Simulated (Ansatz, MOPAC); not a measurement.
Species: InI2 (charge +1, singlet). SMILES of the parent species: [I][In][I]

Atoms: In1, I2, I3. Bonds: In1-I2, In1-I3.

Bond lengths (Å) and angles (degrees) optimised at PM6 with MOPAC; PM7 with MOPAC; MNDO with MOPAC; HF/LANL2DZ with Ansatz (a first-principles code), each started from the B3LYP-D3(BJ)/def2-TZVP structure (Ansatz) of the last column. A row stands for all coordinates that are equal there. No wavenumbers were computed at MNDO, so these may be saddle points.

| coordinate | PM6 | PM7 | MNDO | HF/LANL2DZ | B3LYP-D3(BJ)/def2-TZVP |
|---|---|---|---|---|---|
| In1-I2 | 2.620 | 2.618 | 2.527 | 2.610 | 2.568 |
| I2-In1-I3 | 180.0 | 180.0 | 180.0 | 180.0 | 180.0 |

Mean signed difference of all 2 bond lengths from B3LYP-D3(BJ)/def2-TZVP: PM6 0.052 Å, PM7 0.051 Å, MNDO -0.041 Å, HF/LANL2DZ 0.042 Å.
